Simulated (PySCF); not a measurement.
CH8FNOSi2, SMILES C[Si@H](N)[Si@@H](O)F. Geometry optimised at B3LYP-D3(BJ)/def2-SVP. The structure was generated by enumeration; whether it is a known compound was not checked. Other conformers were not sampled.

Computed equilibrium geometry at B3LYP-D3(BJ)/def2-SVP (PySCF confirms it by a frequency run) as a Z-matrix (one conformer of several):
```
Si
N 1 1.7408
H 2 1.0159 1 121.27
H 2 1.0163 3 110.87 1 145.13
H 1 1.4948 2 108.14 3 -56.89
C 1 1.8882 5 108.48 2 -128.39
H 6 1.1019 1 110.72 5 178.93
H 6 1.1025 7 108.27 1 122.91
H 6 1.1027 7 107.74 8 117.08
Si 1 2.3373 5 111.74 2 112.85
F 10 1.6445 1 105.76 5 -152.14
O 10 1.6641 11 109.24 4 133.46
H 12 0.9651 10 118.18 11 70.03
H 10 1.4931 11 104.69 12 118.26
```
Charge 0, spin multiplicity 1.
